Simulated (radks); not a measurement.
Ca3+, configuration [Ne] 3s2 3p5 (the NIST ground configuration).

Method: non-relativistic Kohn-Sham, Slater X-alpha with alpha = 1.002, spin-polarised, spherical densities, point nucleus; open shells are filled with parallel spins first; computed with a radial shooting solver on a logarithmic mesh with Libxc functionals.

Energy parts (hartree):
total: -687.84599
kinetic: 687.84599
electron-nucleus: -1595.22775
Hartree: 268.10540
exchange: -48.56963

Orbitals (lengths in bohr, moments of r in powers of bohr; r(90%) holds 90 % of the orbital's charge):
orbital  occ.  eigenvalue (hartree)      <r^4>     <r^2>  r(90%)      <r>
1s up       1             -148.1913  0.0001626  0.007968   0.137  0.07706
1s down     1             -148.1701  0.0001625  0.007967   0.137  0.07705
2s up       1             -17.18419    0.04250    0.1552   0.563   0.3622
2s down     1             -17.16173    0.04229    0.1549   0.562   0.3619
2p up       3             -14.46812    0.03412    0.1284   0.531   0.3225
2p down     3             -14.44080    0.03394    0.1282   0.530   0.3223
3s up       1              -3.19293      2.968     1.378    1.63    1.097
3s down     1              -3.10154      3.045     1.392    1.64    1.102
3p up       3              -2.47558      3.959     1.553    1.75    1.156
3p down     2              -2.38758      4.123     1.578    1.77    1.165

The highest occupied level is 3p down at -64.969 eV. The electron density at the nucleus is 5373 e/bohr^3. Summed over all electrons, <r^2> = 11.68 bohr^2, which gives a Langevin (diamagnetic) susceptibility term of -9.25 x 10^-6 cm^3/mol. For comparison, the ionisation energy in NIST's Atomic Spectra Database is 67.273 eV (semi-empirical). In exact Kohn-Sham theory the highest level is minus the ionisation energy, but local and semilocal functionals leave it too shallow, through self-interaction and a potential that decays too fast; potentials with the right tail come closer. Virial ratio -V/T = 2.00000.
